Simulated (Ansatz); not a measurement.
SiHCl3, closed shell: at a first-order saddle point.

The input file, in.yaml:

```yaml
crystal:
  periodic: [false, false, false]
  atoms:
    - {symbol: Si, position_ang: [0.651069, 0.851953, -0.535616]}
    - {symbol: Cl, position_ang: [0.186840, -1.459222, -0.879606]}
    - {symbol: H, position_ang: [0.139421, -1.032951, 0.610996]}
    - {symbol: Cl, position_ang: [0.293052, 0.073395, 1.687740]}
    - {symbol: Cl, position_ang: [-1.270282, 1.566825, -0.883415]}
basis:
  gaussian: {orbitals: def2-TZVPP}
correlation: {method: ccsd_t}
```

Command:

```bash
ansatz run in.yaml --threads 2 --pin off --events-out ev --progress --plain --max-ram 4352MiB
```

The run's output (Ansatz 0.2.0):

```
Functional definition: HF
  name "HF"
  cite "Fock, Z. Phys. 61, 126 (1930) doi:10.1007/BF01340294"
  parent pbe
  exchange = exact_x
  correlation = 0
1081 factors; integrals over basis functions are off by at most 8.6e-4 eV
mean field evaluation 1: about -45389.5931 eV, gradient 1.9e1 eV
mean field evaluation 2: about -45389.8398 eV, gradient 1.9e1 eV
mean field evaluation 4: about -45391.0560 eV, gradient 2.0e0 eV
mean field evaluation 8: about -45391.0930 eV, gradient 2.5e-1 eV
mean field evaluation 16: about -45389.5923 eV, gradient 1.9e1 eV
mean field -45391.09360206 eV, -1668.0919226875 hartree, gradient 2.0e-6 eV, S^2 0.000000; 0 other end points of the search recorded, 0 dependent functions left out
20 core orbitals not correlated: weight in the atoms' cores, before any rotation towards them, 1.000 or more for the frozen orbitals, at most 0.000 for the correlated occupied ones
reference -45391.09360206 eV, -1668.0919226875 hartree; 13, 13 occupied and 149, 149 virtual orbitals, 1081 factors
second order -19.19650566 eV of doubles, -0.00000000 eV of singles
cycle   1  -20.01631137 eV  change   -8.2e-1 eV  update   9.6e-2
cycle   2  -20.46423860 eV  change   -4.5e-1 eV  update   2.9e-2
cycle   3  -20.55763945 eV  change   -9.3e-2 eV  update   1.4e-2
cycle   4  -20.54444826 eV  change    1.3e-2 eV  update   3.4e-3
cycle   5  -20.54297907 eV  change    1.5e-3 eV  update   1.3e-3
cycle   6  -20.54315956 eV  change   -1.8e-4 eV  update   4.3e-4
cycle   7  -20.54302026 eV  change    1.4e-4 eV  update   1.7e-4
cycle   8  -20.54304321 eV  change   -2.3e-5 eV  update   5.7e-5
cycle   9  -20.54304973 eV  change   -6.5e-6 eV  update   2.2e-5
perturbative correction -1.00522564 eV, -0.0369413610 hartree
Total energy: -45412.64187743 eV, -1668.8838072015 hartree
```

Hardware: 2 CPU threads of an Intel Xeon Platinum 8488C, shared host. Wall time 29 s; peak host memory 1.5 GiB.
